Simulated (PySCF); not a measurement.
Level of theory: PBE-D3(BJ)/def2-TZVP // B3LYP-D3(BJ)/def2-TZVP (PySCF 2.14.0). All species are isolated molecules in the gas phase. 

Reference species (SMILES): `C=C1CO1` (neutral, multiplicity 1).

| Quantity | Result |
|---|---|
| LUMO | -0.31 eV |
| HOMO–LUMO gap | 5.47 eV |
| dipole moment | 1.59 D |

After one change: the LUMO falls by 1.65 eV; the HOMO–LUMO gap falls by 2.06 eV; the dipole moment goes up by 0.17 D.

Q: Which change was made? The new species is one of these.
A. `CC=C=O`
B. `O=C1CC1`
C. `CC#CO`
D. `CC1=CO1`

A: A, `CC=C=O`
